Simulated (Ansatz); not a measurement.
`COCCOC=O`, charge 0, multiplicity 1.

(1) Give a relaxed structure at PBE0-D4/def2-TZVP (Ansatz). (Best estimate.)

## Answers

(1) The calculation gave: 
```xyz
15

C     0.4500   -0.4087    1.8133
O     0.7226    0.6896    0.9772
C     1.2202    0.3412   -0.2817
C     0.1859   -0.2456   -1.2185
O    -0.8334    0.7199   -1.4911
C    -1.9880    0.5862   -0.8424
O    -2.2932   -0.3011   -0.1001
H     0.2029   -0.0062    2.7955
H     1.3304   -1.0595    1.9076
H    -0.4011   -0.9976    1.4554
H     2.0489   -0.3799   -0.1947
H     1.6170    1.2612   -0.7186
H    -0.2706   -1.1493   -0.8136
H     0.6525   -0.4768   -2.1780
H    -2.6441    1.4265   -1.1103
```
This is one stationary point; other conformers may exist.
